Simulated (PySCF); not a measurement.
Job for PySCF: R-M06-2X/def2-TZVPP on H2OSi (SMILES O[SiH]), a point of a torsion scan.

```python
from pyscf import gto, dft

mol = gto.M(
    atom='''
    O    -0.83134145    0.23367953    0.23121050
    Si    0.67328138    0.68748272   -0.18720622
    H    -1.37481402   -0.44347196   -0.17289229
    H     0.67519636    0.39987158   -1.65612033
    ''',
    basis='def2-tzvpp',
    charge=0, spin=0, verbose=4, max_memory=1800)
mf = dft.RKS(mol, xc='m062x').density_fit(auxbasis='def2-universal-jkfit')
mf.grids.level = 4
mf.conv_tol = 1e-9
mf.max_cycle = 150
mf.kernel()
mf.dip_moment()
```

Program output:

```
PySCF version 2.14.0

[INPUT] verbose = 4
[INPUT] num. atoms = 4
[INPUT] num. electrons = 24
[INPUT] charge = 0
[INPUT] spin (= nelec alpha-beta = 2S) = 0
[INPUT] symmetry False subgroup None
[INPUT] Mole.unit = angstrom
[INPUT] Symbol           X                Y                Z      unit          X                Y                Z       unit  Magmom
[INPUT]  1 O     -0.831341450000   0.233679530000   0.231210500000 AA   -1.571007656499   0.441590312617   0.436924522124 Bohr   0.0
[INPUT]  2 Si     0.673281380000   0.687482720000  -0.187206220000 AA    1.272317412969   1.299154056171  -0.353768484615 Bohr   0.0
[INPUT]  3 H     -1.374814020000  -0.443471960000  -0.172892290000 AA   -2.598021970012  -0.838040548324  -0.326719077149 Bohr   0.0
[INPUT]  4 H      0.675196360000   0.399871580000  -1.656120330000 AA    1.275936200703   0.755647771197  -3.129613853024 Bohr   0.0

nuclear repulsion = 50.9267541614414
number of shells = 37
number of NR pGTOs = 141
number of NR cGTOs = 101
basis = def2-tzvpp
ecp = {}


******** <class 'pyscf.df.df_jk.DFRKS'> ********
method = DFRKS
initial guess = minao
damping factor = 0
level_shift factor = 0
DIIS = <class 'pyscf.scf.diis.CDIIS'>
diis_start_cycle = 1
diis_space = 8
diis_damp = 0
SCF conv_tol = 1e-09
SCF conv_tol_grad = None
SCF max_cycles = 150
direct_scf = False
XC library pyscf.dft.libxc version 7.1.2
    S. Lehtola, C. Steigemann, M. J. T. Oliveira, and M. A. L. Marques,  SoftwareX 7, 1–5 (2018)
XC functionals = m062x
    Y. Zhao and D. G. Truhlar,  Theor. Chem. Acc. 120, 215 (2008)
    Y. Zhao and D. G. Truhlar,  Theor. Chem. Acc. 120, 215 (2008)
radial grids:
    Treutler-Ahlrichs [JCP 102, 346 (1995); DOI:10.1063/1.469408] (M4) radial grids

becke partition: Becke, JCP 88, 2547 (1988); DOI:10.1063/1.454033
pruning grids: <function nwchem_prune>
grids dens level: 4
symmetrized grids: False
atomic radii adjust function: <function treutler_atomic_radii_adjust>
small_rho_cutoff = 0
Set gradient conv threshold to 3.16228e-05
Initial guess from minao.
tot grids = 88600
******** <class 'pyscf.df.df.DF'> ********
auxbasis = def2-universal-jkfit
init E= -365.881821570219
  HOMO = -0.228039949594809  LUMO = -0.0937008978802965  gap/eV = 3.65555
cycle= 1 E= -365.825693567115  delta_E= 0.0561  |g|= 0.613  |ddm|=  1.5
  HOMO = -0.258185924680618  LUMO = -0.0380495256700257  gap/eV = 5.99022
cycle= 2 E= -365.77134416246  delta_E= 0.0543  |g|= 0.838  |ddm|= 0.669
  HOMO = -0.26974199061042  LUMO = -0.0438207132099109  gap/eV = 6.14763
cycle= 3 E= -365.893938944688  delta_E= -0.123  |g|= 0.0406  |ddm|= 0.387
  HOMO = -0.271514616827233  LUMO = -0.0414458526820169  gap/eV = 6.26049
cycle= 4 E= -365.894281300726  delta_E= -0.000342  |g|= 0.00761  |ddm|= 0.0366
  HOMO = -0.271246361362721  LUMO = -0.0409570406947353  gap/eV = 6.26649
cycle= 5 E= -365.89429658824  delta_E= -1.53e-05  |g|= 0.00148  |ddm|= 0.00915
  HOMO = -0.271316505757035  LUMO = -0.0410486166812447  gap/eV = 6.26591
cycle= 6 E= -365.894297490131  delta_E= -9.02e-07  |g|= 0.00049  |ddm|= 0.00258
  HOMO = -0.271282749959553  LUMO = -0.0410324715697286  gap/eV = 6.26543
cycle= 7 E= -365.894297585731  delta_E= -9.56e-08  |g|= 0.000104  |ddm|= 0.000725
  HOMO = -0.271286706823595  LUMO = -0.0410346563293729  gap/eV = 6.26548
cycle= 8 E= -365.894297599129  delta_E= -1.34e-08  |g|= 4.03e-05  |ddm|= 0.000334
  HOMO = -0.271286865170026  LUMO = -0.0410344705267107  gap/eV = 6.26549
cycle= 9 E= -365.894297600574  delta_E= -1.44e-09  |g|= 1.25e-05  |ddm|= 9.46e-05
  HOMO = -0.271286046711587  LUMO = -0.0410339866698166  gap/eV = 6.26548
cycle= 10 E= -365.894297600776  delta_E= -2.02e-10  |g|= 5.14e-06  |ddm|= 3.87e-05
  HOMO = -0.271286180024461  LUMO = -0.0410341158101062  gap/eV = 6.26548
Extra cycle  E= -365.894297600797  delta_E= -2.03e-11  |g|= 1.96e-06  |ddm|= 8.46e-06
converged SCF energy = -365.894297600797
Dipole moment(X, Y, Z, Debye): -0.78057, -1.28193, -0.98088
```

The run converged.

Cost: very roughly 8 core-seconds.
